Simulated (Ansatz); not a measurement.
Saddle point of Si$_{2}$H$_{6}$ClOF$_{3}$, singlet (Si₂H₃F₃ ([F][Si]([F])([F])[SiH3]) + HCl + H₂O → SiClF₃ ([F][Si]([F])([F])[Cl]) + SiH₄ + H₂O; bonds formed: Si1–Cl7, Si2–H8, H6–O9; bonds broken: Si1–Si2, H6–Cl7, H8–O9), PBE0-D4/def2-TZVP structure:

```
atom    x (Å)    y (Å)    z (Å)
 Si1  -0.6195   1.0777  -0.2948
 Si2   0.4121  -1.0059  -1.1852
  F3  -0.5432   2.4257  -1.1263
  F4  -1.8641   0.4366  -1.1217
  F5  -1.3656   1.2352   1.1197
  H6   0.9139  -0.0199   1.8351
 Cl7   1.3955   1.5580   0.6144
  H8   0.0353  -0.7029   0.6573
  O9   0.2924  -0.8050   1.8404
 H10   1.7248  -1.5305  -0.7299
 H11  -0.5169  -2.0932  -1.5683
 H12   0.6430  -0.0847  -2.3334
 H13  -0.5078  -0.4913   2.2927
```

Energies are electronic, without zero-point energy. Barriers and step energies count from the start structure reached by relaxing down the imaginary mode; all methods use the PBE0-D4 structures, on which another method's saddle can fall below an end. Program: Ansatz 0.2.0. Basis: def2-TZVPP, with def2-QZVPP for the basis limit. Cores are frozen in the correlated methods. B3LYP uses VWN-RPA correlation. Extrapolation: Hartree–Fock as exp(−7.88 √X), correlation as X^−2.97.

```tsv
method	barrier (eV)	step energy (eV)
SPW92	0.934	-0.408
PBE-D4	1.447	-0.529
BLYP-D4	1.791	-0.633
r2SCAN-D4	1.499	-0.758
B97M-V	1.691	-0.848
PBE0-D4	1.647	-0.646
B3LYP-D4	1.923	-0.713
r2SCAN0-D4	1.670	-0.807
BHLYP-D4	2.164	-0.833
CAM-B3LYP-D4	?	-0.749
wB97X-V	1.879	-0.771
wB97M-V	1.770	-0.842
B2PLYP	1.995	-0.801
PBE-QIDH	1.807	-0.790
RPA on PBE	?	-0.855
HF	2.921	-1.107
MP2	?	-0.881
CCSD	2.162	-0.870
CCSD(T)	1.983	-0.832
```

Task: Fill in the withheld barriers. (An estimate is asked for; the value comes from the calculation.)

Result: By the calculation: RPA on PBE 1.993; CAM-B3LYP-D4 1.970; MP2 1.885 eV. Each is the energy of the saddle less that of the start structure, by the same method.

For comparison, the barrier by CCSD(T) at an estimated basis limit (MP2 extrapolated from triple and quadruple zeta, plus CCSD(T) − MP2 in triple zeta) is 1.918 eV.

T1 diagnostic: at most 0.013.

Labels in which every atom is bracketed show which atoms are joined, not bond orders.

For scale, one of the runs: CCSD(T)/def2-TZVPP, 334 basis functions, launched by `ansatz run in.yaml --threads 2 --pin off --events-out ev --progress --plain --max-ram 32768MiB --backend cuda --devices 0, --max-vram 18GiB`. Hardware: 2 CPU threads of an AMD EPYC 7R13 and a share of one NVIDIA H100, shared host. Wall time 33 s; peak host memory 0.8 GiB.
